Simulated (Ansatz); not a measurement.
`C[NH][Ga]([NH2])[F]` + `O[SiH3]` → `[NH2][Ga]([F])[O][SiH3]` + CH₃NH₂  (ligand exchange at a Ga–N bond)

Computed with Ansatz on PBE0-D4/def2-TZVP structures; ΔE is electronic, products minus reactants. CCSD(T)/CBS adds triple-zeta CCSD(T) − MP2 to the extrapolated MP2 energy (def2 sets, frozen cores). Functionals use def2-TZVPP. B3LYP here is the variant with VWN-RPA as its local correlation; programs differ in this. For Ga outer-core shells are correlated without core-valence functions, which leaves a few kJ/mol of doubt a bond. Scalar relativity is left out up to krypton. Each species was taken in one conformer, which may not be the lowest.

| level | ΔE (kcal/mol) | difference from CCSD(T)/CBS |
| --- | --- | --- |
| PBE-D4 | -7.6 | 0.5 |
| revPBE-D4 | -7.6 | 0.5 |
| ωB97X-V | -9.0 | -0.9 |
| PBE0 | -8.3 | -0.2 |
| B3LYP | -9.1 | -1.0 |
| BHLYP | -9.9 | -1.8 |
| CCSD(T)/def2-SVP | -11.1 | -3.0 |
| MP2/def2-TZVPP | -8.9 | -0.8 |
| HF/CBS(def2) | -12.4 | -4.3 |
| MP2/CBS(def2) | -7.7 | 0.4 |
| CCSD(T)/CBS | -8.1 | 0 |

Largest T1 diagnostic among the species: 0.013.

From BLYP to BHLYP (50 % exact exchange), in def2-TZVPP and without D4, ΔE moves by −1.1 kcal/mol. In def2-TZVPP, CCSD(T) changes the Hartree–Fock value by +2.9 kcal/mol (the triples alone add +0.3 kcal/mol) and MP2 by +3.2 kcal/mol. Leaving LDA and LC-ωPBE aside and taking each functional with its dispersion term where it has one, the values, not all of them listed here, spread over 2.6 kcal/mol, from B97M-V to PBE-D4. LDA lies +1.8 kcal/mol from PBE without D4.

CCSD(T)/CBS has its own doubt, a few kJ/mol and more with outer-core shells, so smaller differences from it don't rank the levels.
